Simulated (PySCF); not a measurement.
C2H10GeSi, SMILES C[SiH](C)[GeH3].

Geometry: PBE0-D3(BJ)/def2-SVP. The structure was generated by enumeration, and PubChem lists no compound with its InChIKey, so it may never have been made.

Two levels are set side by side: TDA-PBE/def2-SVPD (PySCF) and TDA-CAM-B3LYP/def2-SVPD (PySCF). Vertical, same geometry. The lowest singlet is HOMO→LUMO 92 % with PBE and HOMO→LUMO 90 % with the other functional; states are paired by order. Differences are taken from unrounded values.

| quantity | TDA-CAM-B3LYP |
|---|---|
| lowest singlet excitation (eV) | 7.12 |
| lowest triplet excitation (TDA) (eV) | 6.47 |
| first bright state (f over 0.05) (eV) | 7.35 |
| its oscillator strength | 0.13 |

What does TDA-PBE give, and how far is it from TDA-CAM-B3LYP? (Estimate from the structure and the level; the computed values follow.)


```csv
quantity,TDA-PBE,TDA-PBE minus TDA-CAM-B3LYP
lowest singlet excitation (eV),6.31,-0.81
lowest triplet excitation (TDA) (eV),5.96,-0.51
first bright state (f over 0.05) (eV),6.72,-0.64
its oscillator strength,0.12,-0.01
```

A lower first singlet is the usual sign of a functional without exact exchange. Differences between two approximate levels are no errors against the true value.

Rough cost on one machine, each run with all the roots and properties that it gave: TDA-CAM-B3LYP against TDA-PBE about 4 times.
